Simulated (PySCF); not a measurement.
## Basis and Hamiltonian dependence of the excitation energy of Hf

Hf [Xe] 4f14 5d2 6s2 (3F) → Hf [Xe] 4f14 5d2 6s1 6p1 (high-spin determinant). All values are computed (PySCF 2.14, energy differences of UHF-based or UKS calculations, no spin-orbit coupling). Values in eV.

```csv
basis,Hamiltonian,functions,UHF,PBE,PBE0,MP2 (valence),CCSD(T) (valence),CCSD(T) (valence and next inner shell)
def2-TZVPPD with the def2 core potential (60 electrons),ECP,59,1.242,2.476,2.302,2.090,2.224,2.488
aug-cc-pwCVDZ-PP with ECP60MDF,ECP,70,1.207,2.446,2.274,2.041,2.192,2.446
aug-cc-pVTZ-PP with ECP60MDF,ECP,88,1.203,2.447,2.271,2.094,2.219,n/a
x2c-TZVPPall,spin-free X2C,97,1.207,2.557,2.342,2.061,2.193,2.462
"x2c-TZVPPall with one added diffuse shell each of s, p, d, f type",spin-free X2C,113,1.206,2.556,2.342,2.062,2.191,2.461
x2c-QZVPPall,spin-free X2C,144,1.210,n/a,n/a,n/a,n/a,n/a
```

Problem. Estimate the row for aug-cc-pVTZ-PP with one added diffuse shell each of s, p, d, f, g type with ECP60MDF (ECP, 113 functions).

Solution. From the rows with the same Hamiltonian and similar size; the calculation gives UHF 1.20; PBE 2.45; PBE0 2.27; MP2 (valence) 2.09 (eV).

Frozen in the all-electron rows: valence: [Xe] 4f14; valence and next inner shell: [Kr] 4d10 4f14; with a core potential, the same shells as far as they lie outside it.

One determinant mixes LS terms of the configuration, so the numbers do not refer to single terms.
